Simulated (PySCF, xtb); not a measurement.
Si(H)2(Me)2 (C₂H₈Si), SMILES C[SiH2]C. Atoms are numbered in the order given.

```xyz
11

Si     0.0000     0.0000    -0.5500
C      1.5525     0.0000     0.5124
C     -1.5525     0.0000     0.5124
H      0.0000     1.2076    -1.4373
H      0.0000    -1.2076    -1.4373
H      1.5877    -0.8906     1.1608
H      2.4626     0.0000    -0.1083
H      1.5877     0.8906     1.1608
H     -2.4626     0.0000    -0.1083
H     -1.5877    -0.8906     1.1608
H     -1.5877     0.8906     1.1608
```

Geometry: r2SCAN-D4/def2-SVP. The isomer is the one that the SMILES or the coordinates give; other isomers of the formula were not compared.

The numbers are results of PySCF with IEF-PCM-ωB97X/def2-SVP, not measurements.

The values are the electrostatic part of the solvation free energy, E(continuum) − E(gas) at the gas-phase geometry, in a cavity of scaled van der Waals radii (PySCF's table); cavitation and dispersion terms are not included. In vacuum the orbital gap is 14.86 eV. The dipole moment in vacuum is 0.77 D.

Computed values in water (ε = 78.36), ethylethanoate (ε = 5.99), cyclohexanone (ε = 15.62):
```json
[
 {"solvent": "water", "ε": "78.36", "ΔG(elec) (kcal/mol)": "-0.9", "dipole (D)": "1.02", "gap (eV)": "14.90"},
 {"solvent": "ethylethanoate", "ε": "5.99", "ΔG(elec) (kcal/mol)": "-0.7", "dipole (D)": "0.96", "gap (eV)": "14.89"},
 {"solvent": "cyclohexanone", "ε": "15.62", "ΔG(elec) (kcal/mol)": "-0.8", "dipole (D)": "1.00", "gap (eV)": "14.89"}
]
```

For comparison, GFN2-xTB/ALPB(water) (xtb, at the GFN2-xTB geometry, all terms of that model) gives 0.2 kcal/mol.
